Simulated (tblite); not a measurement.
Species: C₅H₁₀FSSi (doublet state).
SMILES with atom numbers: `[F:1][C@@H:2]1[SiH2:3][CH2:4][CH2:5][CH2:6][C@@H:7]1[S:8]` (hydrogens: H9 on C2; H10, H11 on Si3; H12, H13 on C4; H14, H15 on C5; H16, H17 on C6; H18 on C7)

Computed with GFN2-xTB (tblite), gas phase: L-BFGS steps from a force-field or distance-geometry start until the largest atomic force falls under 0.01 eV/Å.

Geometry at step 3:
```
atom  x, y, z in Å
F1      0.0025   -1.4555   -1.8108
C2     -0.2377   -1.5110   -0.4400
Si3    -1.7133   -0.3271   -0.0022
C4     -0.9236    1.3423   -0.3501
C5      0.3496    1.3530    0.4837
C6      1.3856    0.3970   -0.0976
C7      0.9682   -1.0130    0.3380
S8      2.3491   -2.1785    0.2991
H9     -0.4616   -2.5568   -0.2118
H10    -1.8464   -0.4407    1.4468
H11    -2.8731   -0.6277   -0.7804
H12    -0.7126    1.4527   -1.4144
H13    -1.5667    2.1519   -0.0324
H14     0.7551    2.3458    0.6467
H15     0.0751    0.9561    1.4585
H16     1.4102    0.4532   -1.1906
H17     2.3779    0.6122    0.2704
H18     0.6530   -0.9475    1.3753
```

Question: What forces act on the atoms?

Answer: 
```
atom  Fx (eV/Å)  Fy (eV/Å)  Fz (eV/Å)
  F1     -0.066     -0.055      0.281
  C2     -0.289      0.182     -0.174
 Si3      0.396     -0.308     -0.038
  C4     -0.027      0.084     -0.076
  C5      0.158     -0.049     -0.056
  C6     -0.390     -0.263     -0.097
  C7      0.295     -0.018     -0.334
  S8     -0.017     -0.040     -0.076
  H9      0.136     -0.048     -0.039
 H10     -0.265     -0.133      0.157
 H11     -0.483     -0.192     -0.312
 H12      0.043      0.215      0.085
 H13     -0.156      0.267     -0.090
 H14      0.083      0.235     -0.288
 H15      0.148      0.333      0.415
 H16      0.022      0.002      0.128
 H17      0.280      0.073      0.186
 H18      0.133     -0.286      0.327
```

The largest, 0.61 eV/Å, acts on H11; the rms over all components is 0.212 eV/Å. The forces sum to zero within rounding, as they must for an isolated molecule in no field.

Question: Give the force on H11 in Eh/bohr and in nN.

Answer: 0.606 eV/Å ÷ 51.422 = 0.01179 Eh/bohr, and 0.606 eV/Å × 1.602 = 0.97 nN.

Question: How far is this geometry from the end of the optimisation?

Answer: 0.280 eV above it, and 0.199 Å rms away after alignment. The bonds farthest from their final lengths, with half the difference of the two atoms' forces along the bond (positive lengthens):

```csv
bond,now (Å),final (Å),force along bond (eV/Å)
Si3–H11,1.429,1.460,+0.42
Si3–C4,1.879,1.899,+0.09
C2–Si3,1.942,1.926,-0.39
C6–H17,1.080,1.093,+0.39
C4–C5,1.522,1.531,+0.08
C7–H18,1.086,1.095,+0.33
```

The angle farthest from its final value is Si3–C4–C5, 104.9° against 111.4°.

Of the 4 listed bonds off by 0.010 Å or more, this force points towards the final length in 4.

What follows is the cost of the whole relaxation. The run took 0.62 s of wall time on an Intel Xeon at 2.60 GHz with one thread, shared host with 128 logical CPUs at a one-minute load of 8.8.
